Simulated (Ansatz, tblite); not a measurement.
Removing and adding an electron: Ga₅P₄I₃. Total charge 0; singlet. Geometry: PBE-D4/def2-SVP. Ansatz, gas phase; energy differences of separate SCF runs; the oxidised species was run as a doublet alone; the reduced species was run as a doublet alone.

Cartesian coordinates in Å:
```
P -0.878 -2.250 0.550
P -1.722 0.036 -3.086
P -0.431 1.807 2.231
P 2.226 0.235 -1.001
Ga -1.156 -0.165 1.552
Ga -2.032 -0.970 -1.076
Ga 1.349 -1.578 0.213
Ga 0.284 0.175 -2.189
Ga 1.117 1.725 0.570
I -3.997 -0.226 0.534
I 3.040 -2.755 1.649
I 2.200 3.966 0.052
```

In the def2 sets I takes a core potential; there is no spin–orbit coupling. The xTB rows come from tblite.

| level | −HOMO (eV) | vertical IE (eV) | −LUMO (eV) | vertical EA (eV) | HOMO–LUMO gap (eV) | IE − EA (eV) |
| --- | --- | --- | --- | --- | --- | --- |
| GFN1-xTB | 9.42 | 11.46 | 6.59 | 4.75 | 2.83 | 6.71 |
| GFN2-xTB | 10.90 | 12.79 | 8.92 | 7.34 | 1.97 | 5.46 |
| PBE-D4/def2-SVP | 5.58 | 7.44 | 4.05 | 2.33 | 1.53 | 5.11 |

Relaxing the oxidised species (PBE-D4/def2-SVP) changes its energy by -0.38 eV at PBE-D4/def2-SVP, so the adiabatic ionisation energy to this nearest minimum is 7.05 eV.   Raw xTB energy differences between charge states are shifted by several eV; the methods need an empirical correction for them. Sets without diffuse functions give affinities that are too small.
